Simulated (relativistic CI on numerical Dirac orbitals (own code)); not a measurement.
# Sensitivity of the levels of Hg24+ to α and to the nuclear radius

These numbers are calculated, not measured: Dirac-Coulomb-Breit CI, orbitals from a KLI potential per configuration, derivatives by finite differences, unscaled Slater integrals, QED left out (own radial code, finite nucleus).

CI space (outside the closed core [Ar] 3d10 4p6 4d10): 4s2 4f10, 4s2 4f9 5s, 4s2 4f8 5s2, 4s 4f11, 4f12. Levels of other configurations are missing.

With x = (α/α₀)² − 1 an excitation energy changes as ω = ω₀ + qx; K = 2q/ω₀ is the relative enhancement. Terms are leading LS components, so labels can repeat. The field-shift factor is F = δν/δ⟨r²⟩ for the transition from the lowest level.

Lowest level 4s2 4f10 5I_8.

| Level | ω₀ (cm⁻¹) | q (cm⁻¹) | K | F (GHz/fm²) |
| --- | --- | --- | --- | --- |
| 4s2 4f10 5I_7 | 29473.6 | 31810 | 2.16 | 1.95 |
| 4s2 4f10 3G_5 | 37941.7 | -3.833 | -0.000202 | 0.474 |
| 4s2 4f10 5I_6 | 41121.5 | 26170 | 1.27 | 1.84 |
| 4s2 4f10 3D_2 | 46643.4 | -3635 | -0.156 | 0.392 |
| 4s2 4f10 5I_5 | 56658.5 | 41280 | 1.46 | 2.77 |
| 4s2 4f10 5I_4 | 57630.7 | 26330 | 0.914 | 2.05 |
| 4s2 4f10 3K_8 | 58592.9 | 22520 | 0.769 | 1.89 |
| 4s2 4f10 5F_4 | 60427.0 | 20570 | 0.681 | 1.8 |
| 4s2 4f10 5G_6 | 67244.5 | 25560 | 0.76 | 2.16 |
| 4s2 4f10 5S_2 | 69570.6 | 28650 | 0.823 | 2.3 |
| 4s2 4f10 5F_3 | 72344.2 | 33450 | 0.925 | 2.58 |
| 4s2 4f10 3G_4 | 74231.7 | 13650 | 0.368 | 1.62 |
| 4s2 4f10 5F_1 | 75260.9 | 31410 | 0.835 | 2.51 |
| 4s2 4f10 5F_5 | 77363.7 | 36170 | 0.935 | 2.78 |
| 4s2 4f10 3L_9 | 78719.3 | 25030 | 0.636 | 2.3 |
| 4s2 4f10 3K_7 | 81274.7 | 37400 | 0.92 | 2.92 |
| 4s2 4f10 3F_4 | 87662.4 | 34240 | 0.781 | 2.83 |
| 4s2 4f10 3F_2 | 88010.5 | 22650 | 0.515 | 2.25 |
| 4s2 4f10 3H_6 | 89132.1 | 45250 | 1.02 | 3.41 |
| 4s2 4f10 5G_3 | 92552.7 | 32770 | 0.708 | 2.82 |
| 4s2 4f10 3M_10 | 93455.3 | 26990 | 0.578 | 2.61 |
| 4s2 4f10 5G_5 | 95434.6 | 51520 | 1.08 | 3.79 |
| 4s2 4f10 3K_6 | 97284.4 | 44570 | 0.916 | 3.48 |

At this charge energies of transitions that change n are usually good to better than 1 %, and those within a shell (Δn = 0) to a few per cent. Terms inside the open d or f shell come out 10 to 20 % too wide with unscaled integrals.
